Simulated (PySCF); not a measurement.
## Assignment exercise: C₁₀H₂₆N₂Si

Geometry:
| atom | x (Å) | y (Å) | z (Å) |
| --- | --- | --- | --- |
| Si1 | 0.829 | -0.003 | 0.597 |
| C2 | 0.826 | -0.095 | 2.476 |
| H3 | 1.446 | -0.921 | 2.858 |
| H4 | -0.190 | -0.214 | 2.885 |
| H5 | 1.240 | 0.844 | 2.877 |
| C6 | 2.610 | 0.090 | 0.001 |
| H7 | 2.675 | 0.218 | -1.090 |
| H8 | 3.123 | -0.850 | 0.259 |
| H9 | 3.169 | 0.914 | 0.475 |
| N10 | 0.003 | 1.407 | -0.017 |
| C11 | -1.432 | 1.522 | 0.147 |
| C12 | -1.864 | 2.388 | 1.325 |
| C13 | 0.655 | 2.533 | -0.649 |
| C14 | 0.556 | 2.531 | -2.170 |
| H15 | -1.848 | 0.507 | 0.267 |
| H16 | -1.886 | 1.916 | -0.782 |
| H17 | -1.501 | 1.966 | 2.275 |
| H18 | -1.467 | 3.412 | 1.243 |
| H19 | -2.962 | 2.462 | 1.380 |
| H20 | 0.233 | 3.479 | -0.257 |
| H21 | 1.717 | 2.554 | -0.359 |
| H22 | 1.066 | 1.651 | -2.593 |
| H23 | -0.493 | 2.499 | -2.503 |
| H24 | 1.016 | 3.434 | -2.603 |
| N25 | -0.009 | -1.414 | 0.004 |
| C26 | -0.275 | -1.538 | -1.415 |
| C27 | 0.707 | -2.434 | -2.161 |
| C28 | -0.446 | -2.521 | 0.827 |
| C29 | -1.924 | -2.471 | 1.196 |
| H30 | -0.257 | -0.528 | -1.858 |
| H31 | -1.306 | -1.910 | -1.575 |
| H32 | 1.730 | -2.034 | -2.092 |
| H33 | 0.720 | -3.455 | -1.746 |
| H34 | 0.441 | -2.512 | -3.227 |
| H35 | -0.232 | -3.476 | 0.311 |
| H36 | 0.154 | -2.555 | 1.750 |
| H37 | -2.144 | -1.585 | 1.812 |
| H38 | -2.560 | -2.417 | 0.298 |
| H39 | -2.225 | -3.365 | 1.765 |

Computed data (PySCF 2.14): PBE0-D3(BJ)/def2-SVP geometry, NMR shieldings at PBE0/pcSseg-1/GIAO. Fast rotation and ring inversion assumed for equivalent nuclei, non-relativistic Hamiltonian, in vacuum, single conformer.

References, each an isolated molecule treated in the same way: 13C (σref 184.41) and 1H (σref 31.27) against TMS.

**Question.** Assign these signals to the numbered atoms. 13C{1H} NMR (computed): δ 38.9, 15.9, 0.2.

**Answer.** 
| δ (ppm) | atoms | environment | reason |
| --- | --- | --- | --- |
| 38.9 | C11/C13/C26/C28 | carbon bonded to C, N, 2 H | – |
| 15.9 | C12/C14/C27/C29 | carbon bonded to C, 3 H | – |
| 0.2 | C2/C6 | carbon bonded to Si, 3 H | – |

**Question.** Assign these signals to the numbered atoms. 1H NMR (300 MHz, computed): δ 2.66 (q, 8H), 0.92 (t, 12H), 0.08 (s, 6H).

**Answer.** 
2.66 → H15/H16/H20/H21/H30/H31/H35/H36, hydrogen on a carbon bonded to C, N
0.92 → H17/H18/H19/H22/H23/H24/H32/H33/H34/H37/H38/H39, hydrogen on a carbon bonded to C
0.08 → H3/H4/H5/H7/H8/H9, hydrogen on a carbon bonded to Si

Shifts are as computed. Against solution values, carbons near 30 ppm lie about +2 ppm off and those near 130 ppm about +5 ppm. Of 1313 compounds with measured shifts, 239 miss one by over three times the rms of a fit or turn the order of signals round; such compounds aren't used in these exercises. No couplings were computed; multiplicities are counted from neighbouring protons, with m where these are inequivalent, close in shift, in a saturated or five-membered ring or joined by F or P, and br s for small geminal =CH2 splittings.
